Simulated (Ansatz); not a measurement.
Consider the formal exchange of groups at a Ge–C bond: `[CH3][GeH]([Cl])[Cl]` + `C[S][GeH3]` → `[Cl][GeH]([Cl])[GeH3]` + `CSC`.

Program: Ansatz. Geometries: PBE0-D4/def2-TZVP. ΔE: electronic, gas phase. CCSD(T)/CBS is the MP2 limit (def2-TZVPP, def2-QZVPP) plus CCSD(T) − MP2 in def2-TZVPP, frozen cores. DFT in def2-TZVPP. B3LYP here is the variant with VWN-RPA as its local correlation; programs differ in this. For Ge outer-core shells are correlated without core-valence functions, which leaves a few kJ/mol of doubt a bond. Scalar relativity is left out up to krypton.

```csv
level,ΔE (kJ/mol),difference from CCSD(T)/CBS
PBE-D4,48.3,-10.9
r2SCANh-D4,57.2,-2.0
BHLYP-D4,56.4,-2.8
ωB97X-V,57.1,-2.1
B2PLYP,57.2,-2.0
revPBE,48.2,-11.0
BLYP,47.3,-11.9
r2SCAN,56.5,-2.7
B3LYP,51.3,-7.9
r2SCANh,57.2,-2.0
BHLYP,56.7,-2.5
RPA@PBE/def2-TZVPP,59.5,0.3
HF/def2-TZVPP,64.6,5.4
SCS-MP2/def2-TZVPP,64.3,5.1
CCSD(T)/def2-TZVPP,61.9,2.7
HF/def2-QZVPP,63.2,4.0
CCSD(T)/CBS,59.2,0
```

Largest T1 diagnostic among the species: 0.011.

From PBE to PBE0 (25 % exact exchange), in def2-TZVPP and without D4, ΔE moves by +4.8 kJ/mol. Leaving LDA and LC-ωPBE aside and taking each functional with its dispersion term where it has one, the values, not all of them listed here, spread over 13.3 kJ/mol, from PBE-D4 to B97M-V.
